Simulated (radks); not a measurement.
The numbers below are computed, except where a source is named.
All-electron atom: Hg3+ in [Xe] 4f14 5d(up 5, down 4). Code: a radial shooting solver on a logarithmic mesh with Libxc functionals. Model: scalar-relativistic Kohn-Sham, PBE, spin-polarised, spherical densities, finite nucleus; Fermi nuclear charge, rms radius 5.4648 fm.

Unscreened Slater integrals over Kohn-Sham orbitals (hartree). They are taken over the spin-up orbitals.

integral,value
"F0(5d,5d)",0.65278
"F2(5d,5d)",0.34133
"F4(5d,5d)",0.22724
"F0(5d,5p)",0.73644
"F2(5d,5p)",0.36872
"G1(5d,5p)",0.44602
"G3(5d,5p)",0.27700
"F0(5d,4f)",0.84208
"F2(5d,4f)",0.19937
"F4(5d,4f)",0.092973
"G1(5d,4f)",0.062500
"G3(5d,4f)",0.060289
"G5(5d,4f)",0.048652
"F0(5p,5p)",0.86994
"F2(5p,5p)",0.46949
"F0(5p,4f)",1.0728
"F2(5p,4f)",0.33185
"G2(5p,4f)",0.12198
"G4(5p,4f)",0.10446
"F0(4f,4f)",1.8940
"F2(4f,4f)",0.94514
"F4(4f,4f)",0.60287
"F6(4f,4f)",0.43667

Derived for the open shells (J is the average intra-shell exchange parameter used in DFT+U). 5d: Racah B = F2/49 - 5 F4/441 = 0.004390 hartree, C = 35 F4/441 = 0.01803 hartree, C/B = 4.11, F4/F2 = 0.666, J = (F2 + F4)/14 = 0.04061 hartree.
